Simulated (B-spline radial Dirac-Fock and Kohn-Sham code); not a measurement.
## Elastic scattering of 679 eV electrons by the As atom

The computed values come from an atomic code on a B-spline grid: relativistic (Dirac) partial waves in the static field of the Dirac-Fock atom with Furness-McCarthy exchange, without polarisation or absorption potentials.

Input of the calculation (task.json; shells as n, l, electrons):

```json
{"items": [{
  "Z": 33,
  "q": 0,
  "cfg": [[1, 0, 2], [2, 0, 2], [2, 1, 6], [3, 0, 2], [3, 1, 6], [3, 2, 10], [4, 0, 2], [4, 1, 3]],
  "A": 75,
  "rrms": 4.0968,
  "do": "elastic",
  "energies": [[679.0, 0]],
  "theta": [0, 10, 20, 30, 40, 50, 60, 70, 80, 90, 100, 110, 120, 130, 140, 150, 160, 170, 180]
}]}
```

Command: `python xray2_run.py task.json out`

| θ (°) | dσ/dΩ (a₀²/sr) | Sherman function |
| --- | --- | --- |
| 0 | 82.9 | 0.000 |
| 10 | 17.6 | 0.000 |
| 20 | 2.68 | 0.001 |
| 30 | 0.838 | 0.001 |
| 40 | 0.354 | -0.005 |
| 50 | 0.200 | -0.014 |
| 60 | 0.141 | -0.014 |
| 70 | 0.117 | -0.001 |
| 80 | 0.103 | 0.019 |
| 90 | 0.0835 | 0.037 |
| 100 | 0.0553 | 0.051 |
| 110 | 0.0307 | 0.040 |
| 120 | 0.0324 | -0.037 |
| 130 | 0.0825 | -0.045 |
| 140 | 0.189 | -0.029 |
| 150 | 0.338 | -0.018 |
| 160 | 0.494 | -0.010 |
| 170 | 0.613 | -0.005 |
| 180 | 0.657 | 0.000 |

Q: What integrated cross sections go with this distribution?

A: The total elastic cross section is 8.20 a₀², the first transport cross section 2.09 a₀² and the second, weighted with (3/2) sin²θ, 1.82 a₀². The mean deflection is ⟨1 − cos θ⟩ = 0.254, and 11 % of the collisions scatter beyond 90°.

On this grid of angles the cross section has a minimum near 110°, from interference among the few low partial waves with large phase shifts.

Phase shifts modulo π (rad) for κ = −1 to −5: 0.087, 1.484, -0.170, -1.390, 1.076.
